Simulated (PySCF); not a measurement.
C3H4, SMILES C1=CC1. Coordinates come from a B3LYP-D3(BJ)/def2-TZVP optimisation.

TDA-PBE/def2-SVPD run with PySCF 2.14.0 puts the lowest singlet excitations at 6.35, 6.53, 6.85, 7.17, 7.17, 7.60 eV.

Task: What are the lowest excitation roots from ADC(2)/aug-cc-pVDZ in PySCF? (An estimate is asked for; the answer gives what the named calculation found.)

Result: 6.71, 6.80, 6.81, 7.13, 7.16, 7.43 eV. S1 differs by 0.36 eV (second minus first; roots are paired by order, and the bases may differ).
